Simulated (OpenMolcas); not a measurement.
A run on Re4+ among 6 point charges of -1.7 e arranged as an octahedron (Oh), 2.08 Å from the ion.

| Property | Result |
| --- | --- |
| Program | OpenMolcas |
| Method | CASSCF |
| Basis | ANO-RCC-VDZP [7s6p4d2f1g] |
| Scalar Hamiltonian | DKH2, point nucleus |
| Active space | 3 electrons in 5 orbitals (5d) |
| State averaging | 2S+1 = 4 even, 10 roots; 2S+1 = 2 even, 40 roots |
| Spin-orbit coupling | RASSI with atomic mean-field integrals over the reference wave functions |

68 basis functions. Blocks (2S+1, parity, CSFs, roots kept): 4, even, 10, 10; 2, even, 40, 40.

Q: How long do the RASSCF and RASSI steps take on 1 thread of AMD EPYC 7R13 Processor (Zen 3), with other jobs on the host?

A: About 12 s of wall time, without the integral step.
